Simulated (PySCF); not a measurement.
Species: C4H8O3 (charge +1 and doublet state).
SMILES with atom numbers: `[CH3:1][O:2][CH2:3][CH2:4][C:5](=[O+:6])[OH:7]` (hydrogens: H8, H9, H10 on C1; H11, H12 on C3; H13, H14 on C4; H15 on O7)

Computed geometry: GFN2-xTB, gas phase. This method treats the open shell by occupation alone, without spin polarisation.

Question: Give the optimised bond lengths and angles.

Answer: 
| bond | length (Å) |
| --- | --- |
| C1–O2 | 1.384 |
| O2–C3 | 1.385 |
| C3–C4 | 1.521 |
| C4–C5 | 1.536 |
| C5=O6 | 1.203 |
| C5–O7 | 1.298 |
| C1–H8, C1–H9 | 1.096 |
| C1–H10 | 1.102 |
| C3–H11, C3–H12 | 1.104 |
| C4–H13, C4–H14 | 1.092 |
| O7–H15 | 0.976 |

Bonds in one row agree within 0.01 Å and their mean is given. A selection of angles:
| angle | degrees |
| --- | --- |
| O2–C1–H8 | 108.2 |
| O2–C1–H9 | 113.9 |
| H8–C1–H9 | 111.3 |
| H8–C1–H10 | 105.0 |
| H9–C1–H10 | 109.9 |
| C1–O2–C3 | 120.8 |
| O2–C3–C4 | 108.8 |
| O2–C3–H11 | 109.2 |
| O2–C3–H12 | 112.0 |
| C4–C3–H11 | 107.7 |
| C4–C3–H12 | 112.2 |
| H11–C3–H12 | 106.8 |
| C3–C4–C5 | 107.5 |
| C3–C4–H13 | 111.5 |
| C3–C4–H14 | 112.7 |
| C5–C4–H13 | 105.2 |
| C5–C4–H14 | 110.9 |
| H13–C4–H14 | 108.8 |
| C4–C5–O6 | 120.3 |
| C4–C5–O7 | 112.4 |
| O6–C5–O7 | 127.3 |
| C5–O7–H15 | 114.2 |

Dihedral angles: C1–O2–C3–C4 -154° (antiperiplanar); O2–C3–C4–C5 50° (synclinal); C3–C4–C5–O6 -22° (synperiplanar); H15–O7–C5–C4 178° (antiperiplanar). The mirror-image conformer, all signs reversed, is as good.

C5 (carbon bonded to C and 2 O) is planar (angles 127.3°, 120.3° and 112.4°, sum 360.0°, 0.00 Å off the plane of its three neighbours). The 4 C–O bonds span 1.203 Å (C5=O6, drawn double) to 1.385 Å (O2–C3, drawn single), a spread of 0.182 Å. O2 (oxygen bonded to 2 C) is bent (angle 120.8°). Of the pairs four or more bonds apart, O2···O6 is among the closest relative to their van der Waals radii: 2.34 Å, 77 % of the sum of Bondi's values.

Point group: C1 (no symmetry element, even within 0.4 Å). Stationary, but not proved a minimum. Torsions: C1–O2–C3–C4 -154°, O2–C3–C4–C5 50°, C3–C4–C5–O6 -22°, C4–C5–O7–H 178°.
